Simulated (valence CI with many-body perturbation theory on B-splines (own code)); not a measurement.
# Rb VI: what the settings do

Calculated by relativistic CI+MBPT: four valence electrons over a frozen Dirac-Fock core [Ar] 3d10, radial functions for each j: 6 s, 6 p, 5 d, 3 f, 1 g, with the one-electron correlation potential Σ1 (screened to all orders), the two-electron term Σ2, the three-electron term Σ3, Breit, model QED; selected single and double excitations, second order for the rest, scaled by the run's own slope (own B-spline code, finite nucleus).

Against 13 measured levels this calculation errs by 157 cm⁻¹ on average and by 361 at most. These come from a selection out of Sansonetti, J. Phys. Chem. Ref. Data 35, 301 (2006). Levels without a partner in it may be off by more.

The reference run has the lowest level 4s²4p² ³P_0 and an ionisation energy of 83.6898 eV. Its largest variational space holds 10045 state functions.

Names give the largest LS component (configuration and term), which can be under half, so a name can repeat, a term be missing and a line seem to break the LS rules; names also repeat where a configuration has a term twice.

Reference levels: 4s²4p² ³P_1 5119, 4s²4p² ³P_2 9894, 4s²4p² ¹D_2 23867, 4s²4p² ¹S_0 45451, 4s4p³ ⁵S°_2 112694, 4s4p³ ³D°_1 148332, 4s4p³ ³D°_2 148470, 4s4p³ ³D°_3 150229, 4s4p³ ³P°_0 168860, 4s4p³ ³P°_1 169401, 4s4p³ ³P°_2 170035, 4s4p³ ¹D°_2 187961 cm⁻¹.

(1) Rank these changes by the mean size of the shift of these levels, smallest first.
A. natural orbitals for correlation on → off
B. scale of Σ1 1 → 0
C. highest l in the core sums 6 → 5; QED terms on → off
D. scale of Σ1 1 → 3

## Answers

(1) C (180 cm⁻¹), A (520 cm⁻¹), B (1400 cm⁻¹), D (2900 cm⁻¹).
